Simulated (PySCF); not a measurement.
**Os²⁺: excitation energy**

Os²⁺ [Xe] 4f14 5d6 (5D) → Os²⁺ [Xe] 4f14 5d5 6s1 (7S), as a difference of total energies. Calculation: PySCF 2.14, in aug-cc-pwCVDZ-PP with ECP60MDF; a scalar-relativistic core potential. Correlated levels: valence and next inner shell: nothing frozen outside the core potential. The calculations carry no spin-orbit coupling.

```
                                method  excitation energy (eV)
                                   UHF                  -0.667
    MP2 (valence and next inner shell)                  -0.644
SCS-MP2 (valence and next inner shell)                  -0.239
   CCSD (valence and next inner shell)                  -0.473
CCSD(T) (valence and next inner shell)                  -0.433
```

How much does correlation contribute at CCSD(T) (valence and next inner shell)?

-0.433 − (-0.667) = 0.234 eV, measured against UHF.
